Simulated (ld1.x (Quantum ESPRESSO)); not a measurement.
## What one change does to a pseudopotential (Ga, ultrasoft)

* Element: Ga (Z = 31)
* Generator: ld1.x (Quantum ESPRESSO) 7.5
* Type: ultrasoft
* Functional: BLYP
* Relativity: non-relativistic
* Frozen core: [Ar]
* Valence charge: 13
* Reference configuration: 3d10 4s2 4p1
* Partial waves: 4s (bound): rcut 1.65, rcutus 2.05 bohr; 4s channel at 0.25 Ry: rcut 1.65, rcutus 2.05 bohr; 4p (bound): rcut 1.50, rcutus 2.00 bohr; 4p channel at 0.15 Ry: rcut 1.50, rcutus 2.00 bohr; 3d (bound): rcut 0.90, rcutus 1.15 bohr; 3d channel at -0.7 Ry: rcut 0.90, rcutus 1.15 bohr
* Local potential: all-electron potential smoothed inside 1.20 bohr (lloc = -1)
* Core correction: a·sin(br)/r model core, default radius (core density twice the valence density)
* Augmentation charge: PSQ, inside the norm-conserving radii

All-electron outer shells of the reference configuration (BLYP, non-relativistic, ld1.x):

```json
{"shell": "3p", "level (eV)": "-97.50", "outermost node (bohr)": "0.24", "outermost maximum (bohr)": "0.57"}
{"shell": "3d", "level (eV)": "-19.66", "outermost node (bohr)": "–", "outermost maximum (bohr)": "0.53"}
{"shell": "4s", "level (eV)": "-8.66", "outermost node (bohr)": "0.82", "outermost maximum (bohr)": "1.92"}
{"shell": "4p", "level (eV)": "-2.54", "outermost node (bohr)": "0.87", "outermost maximum (bohr)": "2.53"}
```

Change: core correction a·sin(br)/r model core inside 1.36 bohr.

Cutoffs: the cutoffs (Ry, on a coarse ladder) from which the occupation-weighted sum of valence levels, in a spherical-Bessel basis at the reference potential, stays within 10 and 1 mRy of its value at 400 Ry; they do not see the model core or the augmentation charge, which bear on the density cutoff. Errors are all-electron minus pseudo energies relative to the spin-unpolarised reference configuration.

Question: Predict the effect on cutoff, ghosts and configuration errors.

Answer: The potential gets neither clearly harder nor softer (110 Ry and 180 Ry → 110 Ry and 180 Ry); both files keep a bound ghost (s); of the 7 tests that both files solve, the error grows in 0 and shrinks in 4 by more than 15 % and 0.3 meV (median size 5.0 → 2.7 meV). The default core radius of the base comes out at 0.31 bohr. A wider model core is smoother and lowers the density cutoff, which this test does not measure.

| quantity | base | changed |
| --- | --- | --- |
| cutoff, loose | 110 Ry | 110 Ry |
| cutoff, tight | 180 Ry | 180 Ry |
| bound ghosts | s | s |
| error for 3d10 4s2 4p0, meV [ΔE 5.70 eV] | +0.1 | +0.1 |
| error for 3d10 4s1 4p0, meV [ΔE 26.57 eV] | -5.0 | -2.7 |
| error for 3d10 4s0 4p0, meV [ΔE 57.60 eV] | -28 | -16 |
| error for 3d10 4s2 4p0.5, meV [ΔE 2.02 eV] | 0.0 | 0.0 |
| error for 3d10 4s0 4p3, meV [ΔE 12.89 eV] | -9.4 | -6.8 |
| error for 3d10 4s1 4p1, meV [ΔE 12.76 eV] | -2.9 | -2.0 |
| error for 3d9 4s2 4p2, meV [ΔE 20.95 eV] | -265 | -226 |
| s: phases at 2.25 bohr within 0.05 rad from the reference energy up to (Ry; the scan ends near 5) | to the end of the scan | to the end of the scan |
| p: phases at 2.25 bohr within 0.05 rad from the reference energy up to (Ry; the scan ends near 5) | 4.7 | 4.7 |
| d: phases at 2.25 bohr within 0.05 rad from the reference energy up to (Ry; the scan ends near 5) | to the end of the scan | to the end of the scan |
| lowest overlap eigenvalue by channel | s 0.28, p 0.56, d 0.99 | s 0.28, p 0.56, d 0.99 |

 A true bound ghost makes a file unfit for plane-wave use even where its test errors are small: the radial tests pick states by their node count and pass the ghost by.
